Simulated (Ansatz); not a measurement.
System: sum formula SiHCl, net charge 0, singlet state. 
Structure (B3LYP-D3(BJ)/def2-TZVP (Ansatz, a first-principles code) minimum search):
SMILES: [SiH]Cl
```xyz
3

Si     0.7933    -0.2087     0.7471
H      1.8312    -0.4893    -0.3363
Cl    -0.7611     0.2007    -0.5955
```
Charge 0, spin multiplicity 1.

Property: vertical triplet-singlet gap (E(triplet) - E(singlet); each state is the SCF solution reached for its spin; for the singlet the Hartree-Fock reference is unstable and T1 is 0.013), in eV. Valence correlation only, unless marked. UHF or UKS for open shells. Spin-orbit coupling is left out. Non-relativistic. CBS marks a two-point X^-3 extrapolation of the correlation energy; Hartree-Fock from the larger set.

```json
[
 {"level": "HF/def2-TZVPPD", "program": "Ansatz", "vertical triplet-singlet gap (eV)": "1.02"},
 {"level": "HF/aug-cc-pV(Q+d)Z", "program": "Ansatz", "vertical triplet-singlet gap (eV)": "1.02"},
 {"level": "PBE/def2-TZVPD", "program": "Ansatz", "vertical triplet-singlet gap (eV)": "1.49"},
 {"level": "CAM-B3LYP/def2-TZVPD", "program": "Ansatz", "vertical triplet-singlet gap (eV)": "1.66"}
]
```

Task: Estimate the value at CCSD(T)/CBS(aug-cc-pV(T+d)Z,aug-cc-pV(Q+d)Z) as computed with Ansatz.

Result: 1.71 eV, so CAM-B3LYP/def2-TZVPD differs from it by -0.05 eV.
